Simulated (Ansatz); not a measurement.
`[F][Ti]([F])([Cl])[Br]` + H₂Se → `[F][Ti]([F])([Cl])[SeH]` + HBr at 600 K and 1 bar (ligand exchange at a Ti–Br bond).

Gas-phase electronic energies from Ansatz, PBE0-D4/def2-TZVP geometries. CBS: MP2 limit from def2 TZ/QZ plus the TZ coupled-cluster correction, frozen cores. For Br, Se, Ti outer-core shells are correlated without core-valence functions, which leaves a few kJ/mol of doubt a bond. Scalar relativity is left out up to krypton. One conformer a species, not always the lowest.

```
                  species  CCSD(T)/CBS energy (Eh)  H − E (kJ/mol)  S (J/(mol·K))
 `[F][Ti]([F])([Cl])[Br]`              -4081.86855            68.9          429.8
                     H₂Se              -2401.89790            57.0          244.8
`[F][Ti]([F])([Cl])[SeH]`              -3909.82967            93.8          458.9
                      HBr              -2573.91920            33.5          219.1
```

H − E and S are ideal-gas, rigid-rotor, harmonic terms from PBE0-D4/def2-TZVP, for one conformer and one mirror image of each species. 1 Eh = 2625.50 kJ/mol, R = 8.31446 J/(mol·K).

Problem. By hand: ΔE, ΔH, ΔS and ΔG.

Solution. ΔE = (-3909.82967) + (-2573.91920) − (-4081.86855) − (-2401.89790) = 0.01758 Eh = 46.2 kJ/mol. Δ(H − E) = 93.8 + 33.5 − 68.9 − 57.0 = 1.4, so ΔH = 47.6 kJ/mol. ΔS = 458.9 + 219.1 − 429.8 − 244.8 = 3.4 J/(mol·K). ΔG = 47.6 − 600 × (3.4)/1000 = 45.6 kJ/mol.

Problem. By hand: the equilibrium constant, and the temperature at which ΔG would vanish if ΔH and ΔS stayed fixed.

Solution. log₁₀ K = −ΔG/(RT ln 10) = -4.0. ΔG = 0 at ΔH/ΔS = 14000 K, far beyond where these terms or the molecules hold.

The number of gas molecules stays the same, so ΔS is small and ΔH decides. A doubt of 5 kJ/mol in ΔE shifts log₁₀ K by 0.4 here. Other conformers and mirror images would add mixing entropy, several J/(mol·K) or more a flexible species. These are equilibria of isolated gas molecules and say nothing of rates. Largest T1 diagnostic: 0.024 (customary marks: 0.02 for closed shells, 0.045 for open ones).
